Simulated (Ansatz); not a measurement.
Input file for Ansatz (a quantum-chemistry and plane-wave program): R-wB97M-V/def2-TZVPPD on N2 (SMILES N#N) with ghost functions, monomers drawn apart or pushed together. Files ending in .json are basis or fitting sets from the Basis Set Exchange.

Ansatz 0.2 input:
```yaml
crystal:
  periodic: [false, false, false]
  atoms:
    - {symbol: N, position_ang: [0.10233743, -0.33449021, 0.15443636]}
    - {symbol: N, position_ang: [0.10422743, -0.33848157, -0.93595964]}
basis:
  gaussian:
    orbitals: def2-TZVPPD.json
    ghost_atoms:
      - {symbol: Br, position_ang: [0.08799887, -0.29406723, 4.97283530]}
      - {symbol: H, position_ang: [0.09356222, -0.31101324, 3.54723323]}
hamiltonian:
  xc: {name: wB97M-V}
scf: {lower_state_search: off}
```

It printed:

```
WARN ansatz: RAYON_NUM_THREADS=1 ignored (pool sized by the plan → 1); use --threads N
Functional definition: wB97M-V
these checks for a lower state are left out or cut short: stability, starts, cluster_reference, orbital_swaps, neighbouring_geometries, increment
integrals: 0.07 GiB planned
824 factors; their error is unknown
integrals: 0.10 GiB planned
165 factors; integrals over basis functions are off by at most 8.6e-5 eV
mean field: 0.53 GiB planned
mean field evaluation 1: about -2980.6063 eV, gradient 1.6e1 eV
mean field evaluation 2: about -2980.9958 eV, gradient 6.7e0 eV
mean field evaluation 4: about -2981.0717 eV, gradient 8.9e-2 eV
mean field evaluation 8: about -2981.0779 eV, gradient 3.4e-3 eV
mean field -2981.07787159 eV, -109.5525911336 hartree, gradient 1.4e-6 eV, S^2 0.000000; 0 other end points of the search recorded, 0 dependent functions left out
reference -2981.07790420 eV, -109.5525923323 hartree; 7, 7 occupied and 141, 141 virtual orbitals, 824 factors
Total energy: -2981.07790420 eV, -109.5525923323 hartree
Checks for a lower state left out: stability, starts, cluster_reference, orbital_swaps, neighbouring_geometries, increment
```

The calculation finished and met its thresholds.

Cost: around 1.1 core-seconds (rough).
